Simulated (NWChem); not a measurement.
System: SiNH$_{2}$Cl, singlet; SMILES [Si](N)Cl

NWChem printed, in part:

```
             Northwest Computational Chemistry Package (NWChem) 7.3.0
             --------------------------------------------------------

 CS  symmetry detected

                             Geometry "geometry" -> ""
                             -------------------------

 Output coordinates in angstroms (scale by  1.889725989 to convert to a.u.)

  No.       Tag          Charge          X              Y              Z
 ---- ---------------- ---------- -------------- -------------- --------------
    1 Si                  14.0000     0.71980449     0.60102865     0.00000000
    2 Cl                  17.0000    -0.14997247    -1.33085420     0.00000000
    3 N                    7.0000    -0.73293548     1.50878050     0.00000000
    4 H                    1.0000    -1.67449166     1.12406510     0.00000000
    5 H                    1.0000    -0.72269077     2.52459175     0.00000000

 Effective nuclear repulsion energy (a.u.)     130.5680947877

      Symmetry information
      --------------------

 Group name             Cs
 Group number              2
 Group order               2
 No. of unique centers     5

  pbe96 is a nonlocal functional; adding pw91lda local functional.

                                 NWChem DFT Module
                                 -----------------

 Summary of "ao basis" -> "ao basis" (spherical)
 ------------------------------------------------------------------------------
       Tag                 Description            Shells   Functions and Types
 ---------------- ------------------------------  ------  ---------------------
 Si                         def2-svp                 8       18   4s3p1d
 Cl                         def2-svp                 8       18   4s3p1d
 N                          def2-svp                 6       14   3s2p1d
 H                          def2-svp                 3        5   2s1p

      Symmetry analysis of basis
      --------------------------

        a'         44
        a"         16

            General Information
            -------------------
          SCF calculation type: DFT
          Wavefunction type:  closed shell.
          No. of atoms     :     5
          No. of electrons :    40
           Alpha electrons :    20
            Beta electrons :    20
          Charge           :     0
          Spin multiplicity:     1
          Use of symmetry is: on ; symmetry adaption is: on
          Maximum number of iterations: 150
          AO basis - number of functions:    60
                     number of shells:    28
          Convergence on energy requested:  1.00D-06
          Convergence on density requested:  1.00D-05
          Convergence on gradient requested:  5.00D-04

              XC Information
              --------------
          PerdewBurkeErnzerhof Exchange Functional  1.000
            Perdew 1991 LDA Correlation Functional  1.000 local
           PerdewBurkeErnz. Correlation Functional  1.000 non-local

             Grid Information
             ----------------
          Grid used for XC integration:  medium
          Radial quadrature: Mura-Knowles
          Angular quadrature: Lebedev.
          Tag              B.-S. Rad. Rad. Pts. Rad. Cut. Ang. Pts.
          ---              ---------- --------- --------- ---------
          Si                  1.10       88           8.0       590
          Cl                  1.00       88          10.0       590
          N                   0.65       49           8.0       434
          H                   0.35       45          10.0       434
          Grid pruning is: on
          Number of quadrature shells:   315
          Spatial weights used:  Erf1

      Superposition of Atomic Density Guess
      -------------------------------------

 Sum of atomic energies:        -803.30480314

      Non-variational initial energy
      ------------------------------

 Total energy =    -804.071384
 1-e energy   =   -1369.951498
 2-e energy   =     435.312019
 HOMO         =      -0.263246
 LUMO         =      -0.013811

      Symmetry analysis of molecular orbitals - initial
      -------------------------------------------------

  Numbering of irreducible representations:

     1 a'          2 a"

  Orbital symmetries:

     1 a'          2 a'          3 a'          4 a'          5 a'
     6 a'          7 a"          8 a'          9 a'         10 a'
    11 a"         12 a'         13 a'         14 a'         15 a'
    16 a'         17 a"         18 a'         19 a"         20 a'
    21 a"         22 a'         23 a'         24 a'         25 a'
    26 a'         27 a'         28 a'         29 a"         30 a"

   convergence    iter        energy       DeltaE   RMS-Dens  Diis-err
 ---------------- ----- ----------------- --------- --------- ---------
 d= 0,ls=0.0,diis     1   -804.9662413959 -9.36D+02  2.00D-02  4.56D-01
 d= 0,ls=0.0,diis     2   -804.8446961162  1.22D-01  1.48D-02  1.22D+00
 d= 0,ls=0.0,diis     3   -805.0025175870 -1.58D-01  5.20D-03  1.12D-01
 d= 0,ls=0.0,diis     4   -805.0127689839 -1.03D-02  2.79D-03  3.00D-02
 d= 0,ls=0.0,diis     5   -805.0174792432 -4.71D-03  2.69D-04  2.56D-04
  Resetting Diis
 d= 0,ls=0.0,diis     6   -805.0175105654 -3.13D-05  8.27D-05  1.98D-05
 d= 0,ls=0.0,diis     7   -805.0175134186 -2.85D-06  5.07D-05  1.30D-06
 d= 0,ls=0.0,diis     8   -805.0175132443  1.74D-07  2.95D-05  2.39D-06
 d= 0,ls=0.0,diis     9   -805.0175136425 -3.98D-07  3.96D-06  7.40D-08

         Total DFT energy =     -805.017513642502
      One electron energy =    -1372.187347145750
           Coulomb energy =      493.003492544106
    Exchange-Corr. energy =      -56.401753828514
 Nuclear repulsion energy =      130.568094787655

 Numeric. integr. density =       39.999996392487

                  Occupations of the irreducible representations
                  ----------------------------------------------

                     irrep           alpha         beta
                     --------     --------     --------
                     a'               16.0         16.0
                     a"                4.0          4.0

                       DFT Final Molecular Orbital Analysis
                       ------------------------------------

 Vector   18  Occ=2.000000D+00  E=-2.743286D-01  Symmetry=a'
              MO Center= -8.3D-03, -1.1D+00, -1.7D-16, r^2= 1.8D+00
   Bfn.  Coefficient  Atom+Function         Bfn.  Coefficient  Atom+Function
  ----- ------------  ---------------      ----- ------------  ---------------
    29      0.455311  2 Cl px                30     -0.398512  2 Cl py
    26      0.336313  2 Cl px                27     -0.294301  2 Cl py
    23      0.197630  2 Cl px                24     -0.171941  2 Cl py
     3      0.137784  1 Si s                 11      0.120212  1 Si px
     4      0.099581  1 Si s                  8      0.093445  1 Si px

 Vector   19  Occ=2.000000D+00  E=-2.522777D-01  Symmetry=a"
              MO Center= -4.7D-01,  5.2D-01, -5.4D-17, r^2= 2.8D+00
   Bfn.  Coefficient  Atom+Function         Bfn.  Coefficient  Atom+Function
  ----- ------------  ---------------      ----- ------------  ---------------
    42      0.468160  3 N  pz                31      0.400788  2 Cl pz
    45     -0.387088  3 N  pz                28      0.285624  2 Cl pz
    25      0.167193  2 Cl pz                10     -0.087810  1 Si pz
    13     -0.083125  1 Si pz                15     -0.056334  1 Si d -1
     7      0.049068  1 Si pz                17     -0.034850  1 Si d  1

 Vector   20  Occ=2.000000D+00  E=-2.157330D-01  Symmetry=a'
              MO Center=  7.9D-01,  3.8D-01, -2.6D-15, r^2= 3.0D+00
   Bfn.  Coefficient  Atom+Function         Bfn.  Coefficient  Atom+Function
  ----- ------------  ---------------      ----- ------------  ---------------
     3      0.455090  1 Si s                  4      0.416750  1 Si s
    29     -0.337798  2 Cl px                 2      0.272322  1 Si s
     8      0.255582  1 Si px                26     -0.235454  2 Cl px
    11      0.229980  1 Si px                39     -0.218055  3 N  s
    40      0.159984  3 N  px                 5     -0.141213  1 Si px

 Vector   21  Occ=0.000000D+00  E=-7.894558D-02  Symmetry=a"
              MO Center=  5.7D-01,  5.7D-01,  5.7D-15, r^2= 2.9D+00
   Bfn.  Coefficient  Atom+Function         Bfn.  Coefficient  Atom+Function
  ----- ------------  ---------------      ----- ------------  ---------------
    13      0.704218  1 Si pz                10      0.416097  1 Si pz
    45     -0.311446  3 N  pz                42      0.275553  3 N  pz
    31     -0.260971  2 Cl pz                 7     -0.210313  1 Si pz
    28     -0.148492  2 Cl pz                25     -0.085129  2 Cl pz
    33      0.037338  2 Cl d -1              17     -0.035590  1 Si d  1

 Vector   22  Occ=0.000000D+00  E=-8.391703D-03  Symmetry=a'
              MO Center=  4.7D-01,  7.1D-01, -5.4D-17, r^2= 4.1D+00
   Bfn.  Coefficient  Atom+Function         Bfn.  Coefficient  Atom+Function
  ----- ------------  ---------------      ----- ------------  ---------------
    12      0.923771  1 Si py                39     -0.709472  3 N  s
    52      0.460803  4 H  s                 22      0.381059  2 Cl s
    30      0.338773  2 Cl py                 9      0.333581  1 Si py
    29      0.310324  2 Cl px                 3     -0.227348  1 Si s
    57      0.176048  5 H  s                  6     -0.171123  1 Si py

 Vector   23  Occ=0.000000D+00  E= 2.784531D-02  Symmetry=a'
              MO Center= -4.8D-01,  1.5D+00, -4.4D-15, r^2= 4.7D+00
   Bfn.  Coefficient  Atom+Function         Bfn.  Coefficient  Atom+Function
  ----- ------------  ---------------      ----- ------------  ---------------
    39      1.232971  3 N  s                 57     -0.994766  5 H  s
    11      0.606380  1 Si px                 4     -0.427521  1 Si s
    52     -0.406728  4 H  s                 30      0.394875  2 Cl py
    22      0.337838  2 Cl s                 12      0.315722  1 Si py
    38      0.225701  3 N  s                  8      0.194073  1 Si px

     Multipole analysis of the density
     ---------------------------------

     L   x y z        total         alpha         beta         nuclear
     -   - - -        -----         -----         ----         -------
     0   0 0 0     -0.000000    -20.000000    -20.000000     40.000000

     1   1 0 0     -0.603957     -0.301978     -0.301978      0.000000
     1   0 1 0      0.941249      0.470624      0.470624      0.000000
     1   0 0 1     -0.000000     -0.000000     -0.000000      0.000000

     2   2 0 0    -23.259476    -37.917385    -37.917385     52.575294
     2   1 1 0     -1.985943      2.574216      2.574216     -7.134376
     2   1 0 1     -0.000000     -0.000000     -0.000000      0.000000
     2   0 2 0    -21.376594   -115.569119   -115.569119    209.761645
     2   0 1 1     -0.000000     -0.000000     -0.000000      0.000000
     2   0 0 2    -23.515392    -11.757696    -11.757696      0.000000

                                 NWChem DFT Module
                                 -----------------

      Symmetry analysis of basis
      --------------------------

        a'         44
        a"         16

            General Information
            -------------------
          SCF calculation type: DFT
          Wavefunction type:  spin polarized.
          No. of atoms     :     5
          No. of electrons :    39
           Alpha electrons :    20
            Beta electrons :    19
          Charge           :     1
          Spin multiplicity:     2
          Use of symmetry is: on ; symmetry adaption is: on
          Maximum number of iterations: 150
          AO basis - number of functions:    60
                     number of shells:    28
          Convergence on energy requested:  1.00D-06
          Convergence on density requested:  1.00D-05
          Convergence on gradient requested:  5.00D-04

              XC Information
              --------------
          PerdewBurkeErnzerhof Exchange Functional  1.000
            Perdew 1991 LDA Correlation Functional  1.000 local
           PerdewBurkeErnz. Correlation Functional  1.000 non-local

             Grid Information
             ----------------
          Grid used for XC integration:  medium
          Radial quadrature: Mura-Knowles
          Angular quadrature: Lebedev.
          Tag              B.-S. Rad. Rad. Pts. Rad. Cut. Ang. Pts.
          ---              ---------- --------- --------- ---------
          Si                  1.10       88           8.0       590
          Cl                  1.00       88          10.0       590
          N                   0.65       49           8.0       434
          H                   0.35       45          10.0       434
          Grid pruning is: on
          Number of quadrature shells:   315
          Spatial weights used:  Erf1

      Superposition of Atomic Density Guess
      -------------------------------------

 Sum of atomic energies:        -803.30480314

 Renormalizing density from      40.00 to     39

      Non-variational initial energy
      ------------------------------

 Total energy =    -791.316128
 1-e energy   =   -1335.702711
 2-e energy   =     413.818488
 HOMO         =      -0.578062
 LUMO         =      -0.309870

   Symmetry analysis of molecular orbitals - initial alpha
   -------------------------------------------------------

  Numbering of irreducible representations:

     1 a'          2 a"

  Orbital symmetries:

     1 a'          2 a'          3 a'          4 a'          5 a'
     6 a'          7 a"          8 a'          9 a'         10 a'
    11 a"         12 a'         13 a'         14 a'         15 a'
    16 a'         17 a"         18 a'         19 a"         20 a'
    21 a"         22 a'         23 a'         24 a'         25 a'
    26 a'         27 a'         28 a'         29 a"         30 a"

   Symmetry analysis of molecular orbitals - initial beta
   ------------------------------------------------------

  Numbering of irreducible representations:

     1 a'          2 a"

  Orbital symmetries:

     1 a'          2 a'          3 a'          4 a'          5 a'
     6 a'          7 a"          8 a'          9 a'         10 a'
    11 a"         12 a'         13 a'         14 a'         15 a'
    16 a'         17 a"         18 a'         19 a"         20 a'
    21 a"         22 a'         23 a'         24 a'         25 a'
    26 a'         27 a'         28 a'         29 a"         30 a"

[...]
```

Level: PBE/def2-SVP, vertical spin-unrestricted ions. Low-valent species are run as closed-shell singlets; no triplet was tried in these runs. All runs use the structure optimised with PBE0/def2-SVP.

Problem. Write an input that gives this output.

Solution. One answer among several that fit: the input that was run:
```
start job
memory heap 200 mb stack 900 mb global 1100 mb
geometry units angstroms noautoz
  Si     0.724749     0.594252     0.000000
  Cl    -0.149315    -1.335695     0.000000
  N     -0.725972     1.505227     0.000000
  H     -1.668380     1.122603     0.000000
  H     -0.713472     2.521013     0.000000
end
basis spherical
  * library def2-svp
end
dft
  xc xpbe96 cpbe96
  iterations 150
  vectors input atomic output neutral.movecs
end
task dft energy
charge 1
dft
  odft
  mult 2
  vectors input atomic output cation.movecs
end
task dft energy
```
